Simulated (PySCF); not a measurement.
C2H4N2OSi, SMILES O[Si@H]1C=NC=N1.

Geometry: r2SCAN-D4/def2-SVP. The structure was generated by enumeration; whether it is a known compound was not checked. Other conformers were not sampled.

Two levels are set side by side: PBE/def2-TZVP (PySCF) and PBE0/def2-TZVP (PySCF). Same geometry, gas phase. Differences are taken from unrounded values.

| quantity | PBE0 |
|---|---|
| orbital gap (eV) | 4.91 |
| highest occupied level (eV) | -7.48 |
| lowest empty level (eV) | -2.57 |
| dipole moment (D) | 1.49 |
| mean polarisability (bohr³) | 58.3 |

Question: What does PBE give, and how far is it from PBE0? (Estimate from the structure and the level; the computed values follow.)

Answer: 
| quantity | PBE | PBE minus PBE0 |
|---|---|---|
| orbital gap (eV) | 2.45 | -2.46 |
| highest occupied level (eV) | -6.01 | 1.47 |
| lowest empty level (eV) | -3.56 | -0.99 |
| dipole moment (D) | 1.46 | -0.03 |
| mean polarisability (bohr³) | 60.7 | 2.5 |

Without exact exchange PBE keeps part of each electron's self-repulsion, which lifts occupied levels and narrows the gap. PBE's more diffuse valence density responds more strongly to a field. Differences between two approximate levels are no errors against the true value.

Rough cost on one machine, each run with all the roots and properties that it gave: PBE0 against PBE within a factor of 2.
